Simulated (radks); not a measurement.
Problem. Successive ionisation energies (eV) of one element, from differences of total energies of ions in their ground configurations, starting at charge 44: 3593.5, 3761.4, 3884.1, 4008.1, 4133.4, 4477.2, 4586.7, 4696.6, 4806.9, 5150.9, 5267.4, 5514.9, 5622.9, 12519.8, 12819.5, 13120.9, 13423.6, 14686.0, 15019.2, 15501.7, 15761.2, 64071. Calculated with a radial shooting solver on a logarithmic mesh with Libxc functionals: Dirac Kohn-Sham, PBE, spin-unpolarised, spherical densities, finite nucleus; open shells fill j = l - 1/2 first; Fermi nuclear charge, rms radius 5.2022 fm. Which element is it?

Solution. Holmium (Z = 67). The first species listed is Ho44+ in [Ar] 3d5, the last Ho65+ in [He].
